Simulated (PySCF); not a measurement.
# Electron correlation in Kr+ (krypton, charge +1)

[Ar] 3d10 4s2 4p5, 2P determinant. Calculation: PySCF 2.14, in def2-TZVPPD (7s6p5d1f, 57 functions); the non-relativistic Hamiltonian (point nucleus). Frozen: [Ar] 3d10; 7 electrons correlated.

```tsv
level	correlation energy (mhartree)
CCSD	-158.63
(T)	-4.16
CCSD(T)	-162.79
```

Diagnostics: T1 = 0.0057, D1 = 0.0195, largest double amplitude 0.036.

Cost of the coupled-cluster step: roughly 2.1 core-seconds, for 7 correlated electrons.

Iterations:

```
CC2 = 0
CCSD nocc = (np.int64(4), np.int64(3)), nmo = (43, 43)
frozen orbitals [[0, 1, 2, 3, 4, 5, 6, 7, 8, 9, 10, 11, 12, 13], [0, 1, 2, 3, 4, 5, 6, 7, 8, 9, 10, 11, 12, 13]]
max_cycle = 100
direct = 0
conv_tol = 1e-08
conv_tol_normt = 1e-06
diis_space = 8
diis_start_cycle = 0
Init t2, MP2 energy = -0.138413057115738
Init E_corr(UCCSD) = -0.138413057116496
cycle = 1  E_corr(UCCSD) = -0.15433600110573  dE = -0.015922944  norm(t1,t2) = 0.0344851
cycle = 2  E_corr(UCCSD) = -0.157450236554285  dE = -0.00311423545  norm(t1,t2) = 0.0103092
cycle = 3  E_corr(UCCSD) = -0.158680671119052  dE = -0.00123043456  norm(t1,t2) = 0.00388842
cycle = 4  E_corr(UCCSD) = -0.15863317500463  dE = 4.74961144e-05  norm(t1,t2) = 0.000458592
cycle = 5  E_corr(UCCSD) = -0.158632642779779  dE = 5.32224851e-07  norm(t1,t2) = 7.02037e-05
cycle = 6  E_corr(UCCSD) = -0.158633327065326  dE = -6.84285547e-07  norm(t1,t2) = 1.72728e-05
cycle = 7  E_corr(UCCSD) = -0.158633329434483  dE = -2.3691572e-09  norm(t1,t2) = 4.84999e-06
cycle = 8  E_corr(UCCSD) = -0.15863331745074  dE = 1.19837436e-08  norm(t1,t2) = 1.14067e-06
cycle = 9  E_corr(UCCSD) = -0.158633317031325  dE = 4.19414253e-10  norm(t1,t2) = 2.75099e-07
UCCSD converged
E(UCCSD) = -2751.680804736873  E_corr = -0.1586333170313253
UCCSD(T) correction = -0.0041641241444627
```
